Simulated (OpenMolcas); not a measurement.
**5s² 5p along the 49-electron sequence**

- Program: OpenMolcas 26.06
- Method: SS-RASPT2, IPEA 0.25 Eh, imaginary shift 0.1 Eh
- Basis: ANO-RCC-VQZP
- Scalar Hamiltonian: DKH2, point nucleus
- Spin-orbit coupling: RASSI with atomic mean-field integrals over the reference wave functions, term energies averaged over their components

Active space for each ion: 1 electron in 9 orbitals (RAS2 5p; RAS3 5d 6s, at most 1 electron); closed shells correlated by CASPT2: 4d 5s.

Computed levels in cm-1 above ²P°_1/2:

```csv
Level,In,Sn+,Sb2+,Te3+,I4+,Xe5+
²P°_3/2,1884,3700,5700,8060,10740,13900
weight of ²P° in the lowest level (%),100,100,100,100,100,100
```

Measured, with the error of the calculation in %. Measured levels: In, Sn+ from NIST Handbook of Basic Atomic Spectroscopic Data; Sb2+, Te3+ from Moore, Atomic Energy Levels, vol. III, NSRDS-NBS 35 (1971 reprint of NBS Circular 467, 1958); Xe5+ from Saloman, J. Phys. Chem. Ref. Data 33, 765 (2004).

| Level | In | Sn+ | Sb2+ | Te3+ | Xe5+ |
| --- | --- | --- | --- | --- | --- |
| ²P°_3/2 | 2213 (-14.9) | 4251 (-12.9) | 6576 (-13.3) | 9223 (-12.6) | 15599 (-10.9) |

The fine-structure level ²P°_3/2 changes by a factor of 7.38 from In to Xe5+. Its fourth root runs 6.59, 7.80, 8.69, 9.48, 10.18, 10.86, with steps per unit of Z of 1.21, 0.89, 0.79, 0.70, 0.68; equal steps would mean a (Z - σ)^4 law with constant σ.

Over all roots computed the reference weight is 0.88 to 0.93 in Xe5+; the roots of lowest weight are the least certain, and an intruder state may touch them. With one active electron, CASPT2 adds the correlation within the correlated inactive shells and between them and that electron, and leaves the splitting within a term as the reference gives it. No level of 5s² 5d was computed, though it lies in the active space (holds for In). Computed and measured levels are paired by configuration, term and J; levels that our copy of the source lacks, or whose pairing is in doubt (as where it misses far off the trend of its configuration), stay unpaired and out of the deviations. Only configurations of the active space appear.

° marks odd parity.
